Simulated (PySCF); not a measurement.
# Assigning NMR signals

Bonds (- single, = double, # triple, : aromatic): C1=C2, C2-C3, C3-Si4, Si4-O5, O5-Si6, Si6-Si7, Si7-C2. C1 carries H8, H9; C3 carries H10, H11; Si4 carries H12, H13; Si6 carries H14, H15; Si7 carries H16, H17. H9 is cis to C3; H8 is trans to C3.

Isolated molecule, non-relativistic Hamiltonian, rapidly exchanging positions averaged, a single conformation. NMR shieldings at PBE0/pcSseg-1/GIAO; coordinates at the GFN2-xTB level; PySCF.

Shifts are taken against calculated references (same method and geometry level): 13C, 1H against TMS.

Problem. Assign these signals to the numbered atoms. 13C{1H} NMR (computed): δ 147.2, 134.4, 32.1.

Solution. 
147.2 → C2, fully substituted alkene carbon: an sp2 carbon of a C=C bond
134.4 → C1, terminal =CH2 carbon: an sp2 carbon of a C=C bond
32.1 → C3, allylic sp3 CH2 bonded to Si

Problem. Assign these signals to the numbered atoms. 1H NMR (400 MHz, computed): δ 6.08 (br s, 1H), 5.89 (br s, 1H), 5.69 (m, 2H), 5.11 (m, 2H), 4.29 (m, 2H), 1.99 (m, 2H).

Solution. 
```tsv
δ (ppm)	atoms	environment	reason
6.08	H9	hydrogen on a terminal =CH2 carbon	a vinylic proton, deshielded by the sp2 carbon and the C=C anisotropy
5.89	H8	hydrogen on a terminal =CH2 carbon	–
5.69	H14/H15	hydrogen on a silicon bonded to O, Si, in a 6-membered ring	–
5.11	H12/H13	hydrogen on a silicon bonded to C, O, in a 6-membered ring	–
4.29	H16/H17	hydrogen on a silicon bonded to C, Si, in a 6-membered ring	–
1.99	H10/H11	hydrogen on an allylic sp3 CH2 bonded to Si	allylic position
```

Shifts are as computed. Against solution values, carbons near 30 ppm lie about +3 ppm off and those near 130 ppm about +5 ppm. Of 1309 compounds with measured shifts, 239 miss one by over three times the rms of a fit or turn the order of signals round; such compounds aren't used in these exercises. Multiplicities follow the n + 1 count of equivalent neighbours, as no J values were calculated; m marks all less simple cases, F and P coupling included.
